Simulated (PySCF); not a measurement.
All of these have the formula C2H11NOSi2. Method used: TDDFT CAM-B3LYP/def2-SVPD, vertical, gas phase, core orbitals frozen in the response in PySCF. Geometries: PBE0-D3(BJ)/def2-SVP; one conformer of each isolated species. Triplets are in the Tamm–Dancoff approximation.

A. `CN[SiH2]C[SiH2]O`
B. `C(C[SiH2]N)[SiH2]O`
C. `CN(C)[SiH2]O[SiH3]`

Lowest singlet levels (six at most, fewer where fewer were computed) with oscillator strengths:

1. 205 nm (f 0.009); 187 nm (f 0.072); 175 nm (f 0.005); 173 nm (f 0.007); 166 nm (f 0.019); 166 nm (f 0.008); T1 5.85 eV
2. 182 nm (f 0.023); 171 nm (f 0.001); 163 nm (f 0.006); 157 nm (f 0.046); 155 nm (f 0.012); 153 nm (f 0.002); T1 6.46 eV
3. 194 nm (f 0.002); 174 nm (f 0.011); 165 nm (f 0.001); 164 nm (f 0.023); 163 nm (f 0.017); 159 nm (f 0.010); T1 6.13 eV

Task: Which spectrum belongs to which structure?

Result: 1 = C, 2 = B, 3 = A.
- A: S1 at 6.40 eV, HOMO→LUMO (84%); Löwdin shares by element: HOMO nitrogen 48%, carbon 9% or more, silicon 8% or more, hydrogen 7% or more (atoms not listed hold the other 28%); LUMO silicon 29%, carbon 15% or more, hydrogen 14% or more (atoms not listed hold the other 43%); HOMO -8.75 and LUMO 0.94 eV.
- B: S1 at 6.81 eV, HOMO-1→LUMO (66%), HOMO→LUMO (20%); Löwdin shares by element: HOMO carbon 30%, oxygen 27%, silicon 15% or more (atoms not listed hold the other 28%); LUMO hydrogen 29% or more, silicon 25% or more, nitrogen 11% (atoms not listed hold the other 35%); HOMO -9.13 and LUMO 0.74 eV.
- C: S1 at 6.05 eV, HOMO→LUMO (80%); Löwdin shares by element: HOMO nitrogen 55%, carbon 19%, silicon 5% or more (atoms not listed hold the other 21%); LUMO silicon 37%, oxygen 8%, hydrogen 7% or more (atoms not listed hold the other 48%); HOMO -8.00 and LUMO 0.95 eV.

Without π bonds the low states are Rydberg-like; a valence basis with one diffuse set may place them up to an eV too high.
